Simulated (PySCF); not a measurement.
P: excitation energy

P [Ne] 3s2 3p3 (4S) → P [Ne] 3s1 3p4 (4P), as a difference of total energies. All numbers are calculated (PySCF 2.14, the non-relativistic Hamiltonian (point nucleus), in dyall-av2z (13s9p2d, 50 functions)). Correlated levels: valence: [Ne] frozen; virtual orbitals above 40 to 60 times the deepest correlated orbital energy dropped. The calculations carry no spin-orbit coupling.

```json
{"method": "UHF", "excitation energy (eV)": "7.965", "error (eV)": "+0.570"}
{"method": "LDA", "excitation energy (eV)": "8.053", "error (eV)": "+0.658"}
{"method": "PBE", "excitation energy (eV)": "7.963", "error (eV)": "+0.568"}
{"method": "PBE0", "excitation energy (eV)": "8.056", "error (eV)": "+0.661"}
{"method": "r2SCAN", "excitation energy (eV)": "7.657", "error (eV)": "+0.262"}
{"method": "PBEsol", "excitation energy (eV)": "7.917", "error (eV)": "+0.522"}
{"method": "wB97X-V", "excitation energy (eV)": "8.270", "error (eV)": "+0.875"}
{"method": "B3LYP", "excitation energy (eV)": "8.073", "error (eV)": "+0.678"}
{"method": "PW91", "excitation energy (eV)": "7.961", "error (eV)": "+0.566"}
{"method": "MP2 (valence)", "excitation energy (eV)": "8.016", "error (eV)": "+0.621"}
{"method": "SCS-MP2 (valence)", "excitation energy (eV)": "8.022", "error (eV)": "+0.627"}
```

Reference: 7.395 eV (measured; NIST levels, between the centres of gravity of the two terms).

Errors of the correlated levels include the incompleteness of this basis and the frozen core.
